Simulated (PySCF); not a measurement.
## Highest orbital energy against ionisation energy along the alkaline earths

Calculated with PySCF 2.14, no spin-orbit coupling. Each cell gives −ε(HOMO) / ΔSCF in eV; NIST values include spin-orbit coupling, (s) semi-empirical, (t) theoretical.

```json
{"species": "Be⁺ (x2c-TZVPPall, spin-free X2C)", "UHF": "18.128 / 18.125", "LDA": "14.293 / 18.242", "PBE": "14.460 / 18.481", "PBE0": "15.472 / 18.446", "r2SCAN": "14.609 / 18.174", "NIST (lowest levels)": "18.211"}
{"species": "Mg⁺ (x2c-TZVPPall, spin-free X2C)", "UHF": "14.747 / 14.734", "LDA": "12.030 / 15.339", "PBE": "11.946 / 15.329", "PBE0": "12.741 / 15.231", "r2SCAN": "12.097 / 15.024", "NIST (lowest levels)": "15.035"}
{"species": "Ca⁺ (x2c-TZVPPall, spin-free X2C)", "UHF": "11.380 / 11.359", "LDA": "9.512 / 12.144", "PBE": "9.352 / 12.021", "PBE0": "9.960 / 11.912", "r2SCAN": "9.453 / 11.715", "NIST (lowest levels)": "11.872"}
{"species": "Sr⁺ (x2c-TZVPPall, spin-free X2C)", "UHF": "10.479 / 10.451", "LDA": "8.897 / 11.347", "PBE": "8.695 / 11.179", "PBE0": "9.245 / 11.058", "r2SCAN": "8.760 / 10.862", "NIST (lowest levels)": "11.030"}
{"species": "Ba⁺ (x2c-TZVPPall, spin-free X2C)", "UHF": "9.403 / 9.371", "LDA": "8.081 / 10.299", "PBE": "7.877 / 10.118", "PBE0": "8.364 / 9.993", "r2SCAN": "7.934 / 9.809", "NIST (lowest levels)": "10.004"}
```

How far is −ε(HOMO) from ΔSCF on average for each method, and why?

UHF 0.02 eV; LDA -2.91 eV; PBE -2.96 eV; PBE0 -2.17 eV; r2SCAN -2.55 eV. Hartree-Fock orbital energies lack relaxation and so exceed the ΔSCF value; semilocal functionals have convex E(N) from self-interaction, so their HOMO lies far too high; exact exchange moves hybrids part of the way back.
